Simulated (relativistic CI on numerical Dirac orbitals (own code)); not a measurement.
Electric-dipole transitions in Au61+

These numbers are calculated, not measured: Dirac-Coulomb-Breit CI, orbitals from a KLI potential per configuration, model QED, unscaled Slater integrals (own radial code, finite nucleus).

CI space (outside the closed core [Ne]): 3s2 3p6, 3s2 3p5 3d, 3s 3p6 3d, 3s2 3p5 4s, 3s2 3p5 4p, 3s2 3p5 4d, 3s 3p6 4s, 3s2 3p5 4f, 3p6 3d2, 3p5 3d3, 3p5 3d2 4s, 3p5 3d2 4p, 3p5 3d2 4d, 3p6 3d 4s, 3p5 3d 4s2, 3p5 3d 4s 4p, 3p5 3d 4s 4d. Double excitations out of closed p, d and f shells are left out; levels of such configurations are missing from the list, as are those of other unlisted configurations, and high levels can miss mixing partners. These lack a partner that the ground configuration has and come out too high: 3s2 3p5 4f.

| λ vac (nm) | Lower | Upper | A (s⁻¹) | gf | Branching (%) |
| --- | --- | --- | --- | --- | --- |
| 0.33493 | 3s2 3p6 1S_0 [1] | 3s2 3p5 4d 3D°_1 [170] | 1.26e+14 | 6.37e-01 | 99.2 |
| 0.37990 | 3s2 3p6 1S_0 [1] | 3s2 3p5 4d 1P°_1 [151] | 2.76e+14 | 1.79e+00 | 99.9 |
| 0.40004 | 3s2 3p5 3d 3P°_0 [2] | 3s2 3p5 4f 3D_1 [155] | 1.27e+14 | 9.15e-01 | 46.5 |
| 0.40014 | 3s2 3p5 3d 3F°_2 [10] | 3s2 3p5 4f 3G_3 [173] | 2.51e+14 | 4.21e+00 | 93.6 |
| 0.40051 | 3s2 3p5 3d 3F°_3 [4] | 3s2 3p5 4f 3F_3 [158] | 5.08e+13 | 8.55e-01 | 19.0 |
| 0.40069 | 3s2 3p5 3d 3P°_1 [3] | 3s2 3p5 4f 3D_2 [157] | 1.50e+14 | 1.80e+00 | 55.1 |
| 0.40113 | 3s2 3p5 3d 3D°_2 [5] | 3s2 3p5 4f 3F_3 [158] | 1.98e+14 | 3.34e+00 | 73.8 |
| 0.40123 | 3s2 3p5 3d 3F°_3 [4] | 3s2 3p5 4f 3G_4 [156] | 2.49e+14 | 5.40e+00 | 93.2 |
| 0.40171 | 3s2 3p5 3d 3P°_1 [3] | 3s2 3p5 4f 3D_1 [155] | 1.24e+14 | 9.03e-01 | 45.5 |
| 0.40180 | 3s2 3p5 3d 3D°_2 [5] | 3s2 3p5 4f 3D_2 [157] | 8.24e+13 | 9.97e-01 | 30.3 |
| 0.40433 | 3s2 3p5 3d 3D°_1 [11] | 3s2 3p5 4f 3F_2 [174] | 2.18e+14 | 2.67e+00 | 82.3 |
| 0.41120 | 3s2 3p5 3d 3F°_4 [6] | 3s2 3p5 4f 3F_4 [161] | 2.70e+13 | 6.17e-01 | 10.5 |
| 0.41229 | 3s2 3p5 3d 3P°_2 [12] | 3s2 3p5 4f 3D_3 [175] | 2.49e+14 | 4.45e+00 | 95.0 |
| 0.41272 | 3s2 3p5 3d 3F°_4 [6] | 3s2 3p5 4f 3G_5 [159] | 2.59e+14 | 7.28e+00 | 100.0 |
| 0.41276 | 3s2 3p5 3d 1D°_2 [7] | 3s2 3p5 4f 1F_3 [160] | 2.17e+14 | 3.88e+00 | 82.9 |
| 0.41278 | 3s2 3p5 3d 3F°_3 [13] | 3s2 3p5 4f 3G_4 [176] | 2.58e+14 | 5.94e+00 | 100.0 |
| 0.41373 | 3s2 3p5 3d 3D°_3 [8] | 3s2 3p5 4f 3F_4 [161] | 2.31e+14 | 5.33e+00 | 89.5 |
| 0.41446 | 3s2 3p5 3d 3D°_3 [8] | 3s2 3p5 4f 1F_3 [160] | 4.25e+13 | 7.67e-01 | 16.2 |
| 0.41750 | 3s2 3p5 3d 1P°_1 [9] | 3s2 3p5 4f 1D_2 [163] | 2.04e+14 | 2.67e+00 | 80.7 |
| 1.5746 | 3p6 3d2 1G_4 [22] | 3p5 3d3 1F°_3 [114] | 6.22e+12 | 1.62e+00 | n/a |
| 1.5784 | 3s2 3p6 1S_0 [1] | 3s2 3p5 3d 3D°_1 [11] | 6.40e+12 | 7.17e-01 | 100.0 |
| 1.5902 | 3p6 3d2 1G_4 [22] | 3p5 3d3 1G°_4 [111] | 7.24e+12 | 2.47e+00 | n/a |
| 1.6017 | 3p6 3d2 3F_4 [24] | 3p5 3d3 3F°_4 [129] | 5.37e+12 | 1.86e+00 | n/a |
| 1.6036 | 3p6 3d2 3F_4 [24] | 3p5 3d3 3G°_5 [128] | 4.87e+12 | 2.07e+00 | n/a |
| 1.6966 | 3s2 3p5 3d 1D°_2 [7] | 3s 3p6 3d 1D_2 [17] | 3.06e+12 | 6.59e-01 | 39.8 |
| 1.7186 | 3s2 3p5 3d 3F°_4 [6] | 3s 3p6 3d 3D_3 [16] | 5.07e+12 | 1.57e+00 | 64.7 |
| 1.7190 | 3s2 3p5 3d 3F°_3 [4] | 3s 3p6 3d 3D_2 [15] | 5.48e+12 | 1.21e+00 | 69.2 |
| 2.9225 | 3s2 3p6 1S_0 [1] | 3s2 3p5 3d 1P°_1 [9] | 1.31e+12 | 5.03e-01 | 100.0 |
| 2.9873 | 3p6 3d2 1G_4 [22] | 3p5 3d3 1G°_4 [82] | 1.23e+12 | 1.49e+00 | n/a |
| 3.0212 | 3p6 3d2 3F_4 [24] | 3p5 3d3 3F°_4 [94] | 1.16e+12 | 1.42e+00 | n/a |

Terms are leading LS components. Brackets give the number of a level in order of energy, since labels repeat. The list gives strong lines, with weight on those to low levels, without lines whose two gauges differ by over a factor of 2.5, among the lowest 200 of 1246 levels, so that lines to higher ones, which can be the strongest, are missing. Levels whose partners in the same complex of configurations lie outside the list can be far off, and so can their lines. Rates are taken at the computed energies, electric ones in the length gauge.

At this charge energies of transitions that change n are usually good to better than 1 %, and those within a shell (Δn = 0) to a few per cent.

LS names give the leading component of a level, which can be under half, so a name can repeat, a term be missing and a line seem to break the LS rules.
